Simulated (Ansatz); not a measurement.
C2H9AlOSi (SMILES [CH3][Al]([CH3])[O][SiH3]), singlet, at a GFN2-xTB geometry (such geometries of metal compounds can be far from the true shape). Base run: CCSD(T)/STO-3G in Ansatz (a quantum-chemistry and plane-wave program).

The Ansatz input:
Ansatz 0.2 input:
```yaml
crystal:
  periodic: [false, false, false]
  atoms:
    - {symbol: Al, position_ang: [0.16418219, 0.80306897, 0.52935491]}
    - {symbol: C, position_ang: [1.71992852, 1.91197601, -0.04275149]}
    - {symbol: H, position_ang: [2.65378921, 1.34370309, 0.00714559]}
    - {symbol: H, position_ang: [1.85268461, 2.80857798, 0.56567260]}
    - {symbol: H, position_ang: [1.61632416, 2.23576822, -1.08292934]}
    - {symbol: C, position_ang: [-1.10034460, 1.11363958, 2.03992938]}
    - {symbol: H, position_ang: [-1.09292977, 0.27495355, 2.74276804]}
    - {symbol: H, position_ang: [-2.13109745, 1.20242795, 1.68352884]}
    - {symbol: H, position_ang: [-0.87444355, 2.01710462, 2.60931924]}
    - {symbol: O, position_ang: [-0.12203492, -0.58596264, -0.38609585]}
    - {symbol: Si, position_ang: [-0.39320375, -1.92451346, -1.27014763]}
    - {symbol: H, position_ang: [-1.59910444, -2.56410911, -0.74057254]}
    - {symbol: H, position_ang: [0.78190080, -2.78542267, -1.12070468]}
    - {symbol: H, position_ang: [-0.57786386, -1.49570395, -2.65807554]}
basis:
  gaussian:
    orbitals: STO-3G
magnetization: {spin_polarized: false}
correlation: {method: ccsd_t}
```

### Question
The base was run again with changes. Order these runs by total energy, lowest first: reference functional = pbe0 | method = rpa | method = mp2 | method = bccd | electrons = all.

### Answer
electrons = all (ΔE vs base (mEh) -11.826), method = rpa (ΔE vs base (mEh) -1.695), reference functional = pbe0 (ΔE vs base (mEh) 4.684), method = bccd (ΔE vs base (mEh) 6.734), method = mp2 (ΔE vs base (mEh) 68.172)
